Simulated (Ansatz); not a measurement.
`[F][Sn]([F])([I])[I]`. Total charge 0; spin multiplicity 1. Sn, I takes the def2 core potential.

```xyz
5

F    -1.7905    0.1071    0.7527
Sn   -0.0660   -0.0004   -0.0335
F    -0.4482   -0.1176   -1.8892
I     1.2207    2.2441    0.4294
I     1.0840   -2.2332    0.7407
```

List the harmonic frequencies (cm⁻¹, unscaled) at PBE0-D4/def2-TZVP in Ansatz. (Best estimate.)

Ansatz gave: 52, 101, 104, 146, 163, 203, 250, 640, 645.

Is this a minimum?

Yes, all 9 modes are real.

Give the ideal-gas thermochemistry at 298.15 K and 1 bar (rigid rotor, harmonic oscillator; point group C2v, symmetry number 2).

Zero-point energy 13.8 kJ/mol; H(298) − E = 36.5 kJ/mol; entropy 401.6 J/(mol·K), of which translation 183.9, rotation 128.2, vibration 89.5; G(298) − E = -83.2 kJ/mol. Modes under 100 cm⁻¹ are hindered rotations or soft bends, so the harmonic entropy is rough.
